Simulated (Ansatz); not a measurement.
Consider the redistribution: `[SiH3][SiH2][O][GeH3]` + `C=C(C)[SiH3]` → `C=C([SiH3])[SiH2][SiH3]` + `C[O][GeH3]`.

Gas-phase electronic energies from Ansatz, PBE0-D4/def2-TZVP geometries. CCSD(T)/CBS adds triple-zeta CCSD(T) − MP2 to the extrapolated MP2 energy (def2 sets, frozen cores). Functionals use def2-TZVPP. For Ge outer-core shells are correlated without core-valence functions, which leaves a few kJ/mol of doubt a bond. Scalar relativity is left out up to krypton. One conformer a species, not always the lowest.

```csv
level,ΔE (kJ/mol)
PBE-D4,138.7
r2SCAN-D4,151.0
PBE0-D4,145.4
B2PLYP,154.8
PBE,140.6
PBE0,147.2
MP2/def2-TZVPP,156.4
MP2/CBS(def2),158.3
```

(1) What does CCSD(T)/CBS give? (Best estimate.)

Largest T1 diagnostic among the species: 0.013.

## Answers

(1) The calculation gave: +153.7 kJ/mol. The listed levels differ from it by -15.0, -2.7, -8.3, 1.1, -13.1, -6.5, 2.7, 4.6 kJ/mol.

From PBE to PBE0 (25 % exact exchange), in def2-TZVPP and without D4, ΔE moves by +6.6 kJ/mol. The D4 term adds −3.1 kJ/mol with B3LYP and −1.8 kJ/mol with PBE0; it sums over pairs of atoms, weighted by their polarisabilities, and B3LYP, whose exchange is more repulsive, gets the larger term.

CCSD(T)/CBS has its own doubt, a few kJ/mol and more with outer-core shells, so smaller differences from it don't rank the levels.

B3LYP here is the variant with VWN-RPA as its local correlation; programs differ in this.
